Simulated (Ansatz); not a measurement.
The cluster Na3S. The state is a doublet with charge 0. Geometry PBE0-D4/def2-TZVP, that of the charge +1 singlet; atoms count from 1.

Cartesian coordinates in Å:
```
Na 2.209 -0.773 0.834
Na -0.334 2.389 -0.602
Na -1.874 -1.617 -0.236
S -0.002 0.001 0.003
```

The structure comes from a short search, and lower isomers may exist.

(1) Estimate the Mulliken populations from the PBE0/def2-TZVP orbitals of Ansatz.

(2) Where does the spin sit?

(3) And the Mayer bond orders between bonded heavy atoms (over 0.3)?

## Answers

(1) 
```csv
atom,charge (e),spin (α − β)
Na1,0.35,0.35
Na2,0.35,0.35
Na3,0.35,0.35
S4,-1.05,-0.06
```
Mulliken values and Mayer orders depend strongly on the basis.

(2) Summed by element: Na 1.06, S -0.06, of 1 unpaired in all. Largest on single atoms: Na3 0.35, Na2 0.35, Na1 0.35.

(3) Na1–S4 0.55 (2.49 Å); Na2–S4 0.55 (2.49 Å); Na3–S4 0.55 (2.49 Å).
